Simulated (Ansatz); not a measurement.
Geometry optimisation, UKS PBE/def2-SVP (Ansatz).

The input (input.yaml):

```yaml
crystal:
  periodic: [false, false, false]
  atoms:
    - { symbol: Al, position_ang: [-0.1824, -0.1247, 0.317] }
    - { symbol: H, position_ang: [1.3942, -0.136, 1.5513] }
    - { symbol: C, position_ang: [0.0591, 0.8325, -1.3924] }
    - { symbol: O, position_ang: [-1.487, -0.2708, 1.2902] }
    - { symbol: H, position_ang: [1.2219, -1.0043, 1.1257] }
    - { symbol: F, position_ang: [0.8715, -1.9468, 0.4542] }
    - { symbol: H, position_ang: [-0.6757, 1.6318, -1.5138] }
    - { symbol: H, position_ang: [1.0516, 1.2791, -1.4594] }
    - { symbol: H, position_ang: [-0.0399, 0.162, -2.2485] }
    - { symbol: H, position_ang: [-2.2133, -0.4226, 1.8758] }
magnetization:
  spin_polarized: true
basis:
  gaussian: { orbitals: def2-SVP }
hamiltonian:
  xc: pbe
relax:
  f_tol: 0.15
  max_steps: 25
  restrain:
    - { distance: [0, 5], at: 3.08, k: 30.0 }
    - { distance: [4, 1], at: 1.92, k: 30.0 }
    - { distance: [0, 1], at: 1.52, k: 30.0 }
    - { distance: [4, 5], at: 0.88, k: 30.0 }
```

Command:

```bash
$ ansatz run input.yaml --threads 2 --pin off --max-ram 3072MiB --backend cpu --events-out ev --progress --plain --runs-dir out
```

Task: Where does it end, and by what steps?

Result: The run converged. The restraints hold the end off the free minimum. After 12 steps the energy has risen by 0.095 eV (the restraints' own energy left out); H5 moved furthest, 0.80 Å. Joined: Al1–H2 (2.00 → 1.55 Å), H5–F6 (1.21 → 0.92 Å).

| step | energy less start (eV) | largest force component (eV/Å) | accepted |
| --- | --- | --- | --- |
| 0 | 0.0000 | 2.227 | yes |
| 1 | 0.2947 | 1.979 | yes |
| 2 | 0.2363 | 1.317 | yes |
| 3 | 0.4020 | 2.288 | yes |
| 4 | 0.3143 | 2.071 | yes |
| 5 | 0.2132 | 0.921 | yes |
| 6 | 0.2090 | 1.728 | no |
| 7 | 0.1735 | 0.858 | yes |
| 8 | 0.1285 | 0.830 | yes |
| 9 | 0.1036 | 1.009 | yes |
| 10 | 0.3830 | 2.690 | no |
| 11 | 0.0919 | 0.732 | no |
| 12 | 0.0954 | 0.935 | yes |

```xyz
10
Properties=species:S:1:pos:R:3
Al -0.179 0.279 0.475
H 0.995 0.064 1.466
C 0.025 0.947 -1.346
O -1.780 0.005 1.039
H 1.532 -1.738 1.092
F 1.262 -2.432 0.549
H -0.767 1.685 -1.588
H 1.011 1.421 -1.526
H -0.078 0.112 -2.072
H -2.022 -0.343 1.911
```

Time of the run: 34 s on 2 threads of Intel(R) Xeon(R) Platinum 8488C (Sapphire Rapids), with other jobs on the host, peak memory 0.2 GiB.
